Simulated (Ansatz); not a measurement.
Input and output for C₃H₇B (`B1CCC1`).

```yaml
crystal:
  periodic: [false, false, false]
  atoms:
    - {symbol: B, position_ang: [-0.133090, 0.556356, -0.936668]}
    - {symbol: C, position_ang: [-0.173024, 1.057890, 0.525332]}
    - {symbol: C, position_ang: [0.460393, -0.386667, 0.565467]}
    - {symbol: C, position_ang: [-0.410791, -0.933634, -0.630982]}
    - {symbol: H, position_ang: [0.581403, 0.973337, -1.801761]}
    - {symbol: H, position_ang: [-1.119888, 1.009522, 1.060113]}
    - {symbol: H, position_ang: [0.430899, 1.900435, 0.853385]}
    - {symbol: H, position_ang: [0.284777, -0.910450, 1.503643]}
    - {symbol: H, position_ang: [1.530902, -0.394460, 0.358760]}
    - {symbol: H, position_ang: [-0.002101, -1.726620, -1.252573]}
    - {symbol: H, position_ang: [-1.383979, -1.202713, -0.224314]}
basis:
  gaussian: {orbitals: x2c-TZVPPall, fitting: {mean_field: cc-pVTZ-jkfit}}
total_charge: -1
magnetization: {spin_polarized: true, initial_magnetization: 1}
hamiltonian: {xc: {name: B2GP-PLYP}}
scf: {lower_state_search: off}
```

```sh
$ ansatz run in.yaml --threads 2 --pin off --events-out ev --progress --plain --max-ram 4352MiB
```

It prints (some lines left out):

```
Functional definition: B2GP-PLYP
526 factors; integrals over basis functions are off by at most 6.9e-1 eV
mean field evaluation 1: about -3886.9418 eV, gradient 2.2e1 eV
mean field evaluation 2: about -3886.9398 eV, gradient 2.2e1 eV
mean field evaluation 4: about -3889.5821 eV, gradient 2.5e0 eV
mean field evaluation 8: about -3889.6347 eV, gradient 1.4e-1 eV
mean field evaluation 16: about -3889.6360 eV, gradient 5.3e-4 eV
mean field -3889.63602095 eV, -142.9414872799 hartree, gradient 8.7e-6 eV, S^2 0.756171; 0 other end points of the search recorded, 0 dependent functions left out
4 core orbitals not correlated: weight in the atoms' cores, before any rotation towards them, 1.000 or more for the frozen orbitals, at most 0.000 for the correlated occupied ones
reference -3889.63614780 eV, -142.9414919417 hartree; 12, 11 occupied and 206, 207 virtual orbitals, 526 factors
second order -20.28725949 eV of doubles, -0.00000000 eV of singles
Total energy: -3896.93956122 eV, -143.2098874343 hartree
Relativity: scalar
Checks for a lower state left out: stability, starts, cluster_reference, orbital_swaps, neighbouring_geometries, increment
```

Hardware: 2 threads of an Arm Neoverse V1 on a shared host. Wall time 5.5 s, peak host memory 0.36 GiB.
